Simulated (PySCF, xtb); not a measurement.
C₂H₂BF₃, SMILES F/C=C\B(F)F.

GFN2-xTB (xtb 6.7.1) at its own geometry gives an orbital gap of 4.26 eV and a dipole moment of 3.13 D.

Coordinates come from a PBE-D3(BJ)/def2-SVP optimisation. The structure was generated by enumeration; whether it is a known compound was not checked. One conformer was computed; it need not be the lowest.

Question: What does PBE/def2-TZVP (PySCF) give? (An estimate is asked for; the answer gives what the named calculation found.)

Answer: gap 4.64 eV (levels -7.18 and -2.54 eV), dipole 2.58 D.
